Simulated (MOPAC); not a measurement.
MOPAC input (PM7):

```
PM7 1SCF UHF MS=0.5 GEO-OK AUX(PRECISION=9) THREADS=1
CH7N2Si

C     1.52643400 1   -0.85640200 1    0.29538500 1
Si   -0.02776100 1   -0.05656500 1   -0.41948800 1
N    -1.50890500 1   -0.68804500 1    0.19186900 1
N     0.01886600 1    1.59440100 1    0.10661900 1
H     1.53674000 1   -0.73628500 1    1.38312400 1
H     2.43156000 1   -0.40569000 1   -0.11746600 1
H     1.54768400 1   -1.92276200 1    0.06737800 1
H    -2.04538800 1   -1.39369000 1   -0.28162100 1
H    -2.00581400 1   -0.26061900 1    0.95852000 1
H    -0.70930100 1    2.23293200 1   -0.17604900 1
H     0.90485200 1    2.07194400 1    0.17721800 1
```

From the output:

```
                                                       MOPAC v23.2.5 Linux

          FINAL HEAT OF FORMATION =        -12.28616 KCAL/MOL =     -51.40531 KJ/MOL

          COSMO AREA              =        117.03 SQUARE ANGSTROMS
          COSMO VOLUME            =        105.69 CUBIC ANGSTROMS

          IONIZATION POTENTIAL    =          8.333460 EV
          ALPHA SOMO LUMO (EV)    =         -8.333  1.426
          BETA  SOMO LUMO (EV)    =         -9.137 -0.438
          NO. OF ALPHA ELECTRONS  =         13
          NO. OF BETA  ELECTRONS  =         12
          MOLECULAR WEIGHT        =         75.1652         POINT GROUP:  C1

          MOLECULAR DIMENSIONS (Angstroms)

            Atom       Atom       Distance
            H    10    H     7     4.73530
            H     8    H     6     4.40681
           Si     2    H     5     1.70717

          SCF CALCULATIONS        =          1

   ATOM   CHEMICAL          X               Y               Z
  NUMBER   SYMBOL      (ANGSTROMS)     (ANGSTROMS)     (ANGSTROMS)

     1       C          1.52643400  *  -0.85640200  *   0.29538500  *
     2      Si         -0.02776100  *  -0.05656500  *  -0.41948800  *
     3       N         -1.50890500  *  -0.68804500  *   0.19186900  *
     4       N          0.01886600  *   1.59440100  *   0.10661900  *
     5       H          1.53674000  *  -0.73628500  *   1.38312400  *
     6       H          2.43156000  *  -0.40569000  *  -0.11746600  *
     7       H          1.54768400  *  -1.92276200  *   0.06737800  *
     8       H         -2.04538800  *  -1.39369000  *  -0.28162100  *
     9       H         -2.00581400  *  -0.26061900  *   0.95852000  *
    10       H         -0.70930100  *   2.23293200  *  -0.17604900  *
    11       H          0.90485200  *   2.07194400  *   0.17721800  *

                             CARTESIAN COORDINATES

   1    C        1.526434000    -0.856402000     0.295385000
   2   Si       -0.027761000    -0.056565000    -0.419488000
   3    N       -1.508905000    -0.688045000     0.191869000
   4    N        0.018866000     1.594401000     0.106619000
   5    H        1.536740000    -0.736285000     1.383124000
   6    H        2.431560000    -0.405690000    -0.117466000
   7    H        1.547684000    -1.922762000     0.067378000
   8    H       -2.045388000    -1.393690000    -0.281621000
   9    H       -2.005814000    -0.260619000     0.958520000
  10    H       -0.709301000     2.232932000    -0.176049000
  11    H        0.904852000     2.071944000     0.177218000

           Empirical Formula: C H7 N2 Si  =    11 atoms

      MOLECULAR POINT GROUP   :   C1

          ALPHA EIGENVALUES
 -35.94041 -34.84940 -24.66156 -16.94558 -16.35711 -15.20122 -14.29769 -13.57449
 -13.16448 -11.84525 -11.14617  -9.61614  -8.33346   1.42564   1.81540   4.33390
   5.98517   6.23088   6.29085   7.08899   7.39370   7.47608   7.98774  23.14166
  23.25910  23.44235  24.28402  24.64576

           BETA EIGENVALUES
 -35.77030 -34.65303 -24.65592 -16.87019 -16.23389 -15.18636 -14.21864 -13.41237
 -13.13519 -11.82742  -9.93334  -9.13725  -0.43797   1.59814   1.95317   4.43088
   6.04903   6.23135   6.30815   7.16089   7.40805   7.55165   8.08813  23.50717
  23.60644  23.79489  24.41797  24.83886

              NET ATOMIC CHARGES AND DIPOLE CONTRIBUTIONS

  ATOM NO.   TYPE          CHARGE      No. of ELECS.   s-Pop       p-Pop       d-Pop
    1          C          -0.537138        4.5371     1.03542     3.50172
    2         Si           0.333486        3.6665     0.74574     2.66465     0.25613
    3          N          -0.727081        5.7271     1.51804     4.20904
    4          N          -0.662088        5.6621     1.55511     4.10698
    5          H           0.166024        0.8340     0.83398
    6          H           0.152935        0.8471     0.84706
    7          H           0.158024        0.8420     0.84198
    8          H           0.277952        0.7220     0.72205
    9          H           0.295915        0.7041     0.70408
   10          H           0.268638        0.7314     0.73136
   11          H           0.273333        0.7267     0.72667
 DIPOLE           X         Y         Z       TOTAL
 POINT-CHG.     0.104     0.477    -0.383     0.621
 HYBRID        -0.544     0.386    -0.261     0.716
 SUM           -0.440     0.863    -0.644     1.163

          ATOMIC ORBITAL ELECTRON POPULATIONS

     Atom    s        px        py        pz      x^2-y^2     xz        z^2       yz        xy
    1  C   1.03542   1.17407   1.16730   1.16035
    2 Si   0.74574   0.80263   0.72135   1.14068   0.07396   0.03969   0.03176   0.04615   0.06457
    3  N   1.51804   1.34850   1.46344   1.39711
    4  N   1.55511   1.20499   1.23622   1.66577
    5  H   0.83398
    6  H   0.84706
    7  H   0.84198
    8  H   0.72205
    9  H   0.70408
   10  H   0.73136
   11  H   0.72667

                    (SZ)    =    0.500000
                    (S**2)  =    0.753275

          ATOMIC ORBITAL SPIN POPULATIONS

    Atom   Total    s     px     py     pz   x^2-y^2  xz     z^2    yz     xy
         Atomic
    1  C -0.0137 -0.001 -0.010 -0.003 -0.001
    2 Si  0.8084  0.104  0.003  0.017  0.683 -0.000 -0.001  0.003 -0.001 -0.000
    3  N  0.0602  0.002  0.012  0.019  0.028
    4  N  0.1340  0.012  0.010  0.017  0.095
    5  H  0.0089  0.009
    6  H  0.0008  0.001
    7  H  0.0016  0.002
    8  H -0.0006 -0.001
    9  H  0.0045  0.004
   10  H  0.0001  0.000
   11  H -0.0041 -0.004

 **********************
 *                    *
 * JOB ENDED NORMALLY *
 *                    *
 **********************

 == MOPAC DONE ==
```

The geometry given is a B3LYP-D3(BJ)/def2-TZVP minimum.
